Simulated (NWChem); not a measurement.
Molecule: MgH₂S; SMILES [MgH][SH]

```xyz
4

Mg     0.2335    -1.1423     0.0000
H      0.3869    -2.8293     0.0000
S      0.0624     1.1706     0.0000
H     -1.2907     1.1478     0.0000
```
Atoms are numbered in this order, from 1.

Results from NWChem. Pople sets run with spherical d functions. The geometry was optimised at PBE0/def2-SVP. B3LYP is NWChem's, with the RPA form of VWN correlation. GIAO values for the isolated, static molecule; σ is the absolute isotropic shielding, δ = σ(reference) − σ with the isolated reference molecule computed at the same levels (1H: tetramethylsilane).

| level | σ Mg1 (ppm) | δ H2 (ppm) | σ S3 (ppm) | δ H4 (ppm) |
|---|---|---|---|---|
| LDA (Slater exchange, VWN5)/pcSseg-1 | 417.2 | 5.20 | 779.0 | -0.79 |
| B3LYP/6-31G* | 497.5 | 5.49 | 780.0 | -1.44 |
| KT2/pcSseg-1 | 446.7 | 4.92 | 793.3 | -1.09 |
